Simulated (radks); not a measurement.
Question: The bromine ion Br9+ is in [Ar] 3d8. Method: non-relativistic Kohn-Sham, PBE, spin-polarised, spherical densities, point nucleus; computed with a radial shooting solver on a logarithmic mesh with Libxc functionals. Open shells are filled with parallel spins first. One electron is removed from 3s, 2p, 3p, 3d in turn, with full relaxation. Which removal costs least, and what does each cost?

Answer: 3d 264.65 eV; 3p 367.94 eV; 3s 426.22 eV; 2p 1758.1 eV. The 3d electron leaves first.
